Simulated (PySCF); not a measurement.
## EPR parameters of C8H7O

Species: C8H7O (doublet state).
Structure used (GFN2-xTB), in Å, numbered top down from 1:
```
atom  x, y, z in Å
C1    -3.0381   -1.5508   -0.9364
C2    -2.7058   -0.5673   -0.1568
C3    -1.3514   -0.0794    0.0907
C4    -1.2267    1.0460    1.0145
O5    -2.1508    1.5861    1.5754
C6    -0.2574   -0.6294   -0.4954
C7     1.0578   -0.2062   -0.2980
C8     2.2114    0.1231   -0.1594
C9     3.5833    0.5270    0.0167
H10   -3.9206   -2.0545   -1.2524
H11   -3.4485    0.0118    0.4121
H12   -0.1843    1.3828    1.1712
H13   -0.3960   -1.4643   -1.1730
H14    4.0187    0.7887   -0.9480
H15    3.6434    1.3893    0.6804
H16    4.1575   -0.2939    0.4469
```

The hyperfine couplings belong to this conformer and change with its torsions.

As a line formula: `[H]/[C]=C/C(C=O)=C/C#CC` [radical].

Computed, not measured: UKS B3LYP, pcH-1 on C H O, non-relativistic, mean-field spin-orbit, GIAO (PySCF). Geometry: GFN2-xTB, one conformer, isolated molecule. The geometry wasn't refined by DFT: couplings that depend on bond lengths, twists or pyramidal angles can differ widely from those at the functional's own minimum. The SCF solution wasn't tested for stability.

| Property | Result |
| --- | --- |
| g1, g2, g3 | 2.00189, 2.00225, 2.00304 |
| g_iso | 2.00239 |
| Form of g | rhombic: the two nearest values differ by 32 % of g3 − g1 |
| ⟨S²⟩ | 0.7662 (exact 0.7500) |
| α and β electrons | 32, 31 |

Isotropic coupling and dipolar principal values T1 to T3, in mT (MHz turned into mT with g_iso):

```tsv
atom	isotope	a_iso	T1	T2	T3	Mulliken spin population
C1	13C	10.22	-3.00	-2.00	5.00	1.06
C2	13C	-0.89	-0.75	0.06	0.69	-0.19
C3	13C	1.53	-0.26	0.03	0.23	0.08
C4	13C	-0.16	-0.05	0.01	0.04	-0.01
O5	17O	-0.11	-0.06	-0.05	0.12	0.02
C6	13C	-0.18	-0.37	0.15	0.22	-0.05
C7	13C	0.12	-0.03	-0.02	0.05	0.01
C8	13C	-0.08	-0.19	0.09	0.10	-0.03
C9	13C	0.03	0.00	0.00	0.00	0.00
H10	1H	1.44	-1.16	-0.30	1.46	0.01
H11	1H	6.81	-0.21	-0.03	0.24	0.08
H12	1H	0.26	-0.04	-0.03	0.06	0.00
H13	1H	0.08	-0.23	-0.20	0.44	0.01
H14	1H	-0.12	-0.01	0.00	0.01	0.00
H15	1H	0.02	0.00	0.00	0.01	0.00
H16	1H	-0.13	-0.01	0.00	0.01	0.00
```

The largest Mulliken spin populations are on C1 (+1.06), C2 (-0.19), H11 (+0.08) and C3 (+0.08). No atom but C1 exceeds +0.15. The positive populations add up to 1.27 and the negative ones to -0.27, together 2S = 1.

Axes: g1 points within 3° of the C1–H10 bond and g2 points within 7° of the C2–H11 bond.

Under fast tumbling the dipolar parts average out, and these isotropic splittings remain: 1 × 1H (H11, I = 1/2, 2 lines) with 6.81 mT, 1 × 1H (H10, I = 1/2, 2 lines) with 1.44 mT, 1 × 1H (H12, I = 1/2, 2 lines) with 0.26 mT, 1 × 1H (H13, I = 1/2, 2 lines) with 0.08 mT and 3 × 1H (H14/H15/H16, I = 1/2, 4 lines) with 0.08 mT.

Nuclei that the bonding pattern makes equivalent are averaged, as if the motion that swaps them (rotation, inversion, ring flip) were fast.

The 13C coupling of C1 (286.3 MHz) shows only in satellite lines or after enrichment, since that isotope makes up about 1.07 % of natural carbon.

Examples of negative spin density at the nucleus (bohr⁻³): C2 (-0.0223), C6 (-0.0046) and C4 (-0.0041).
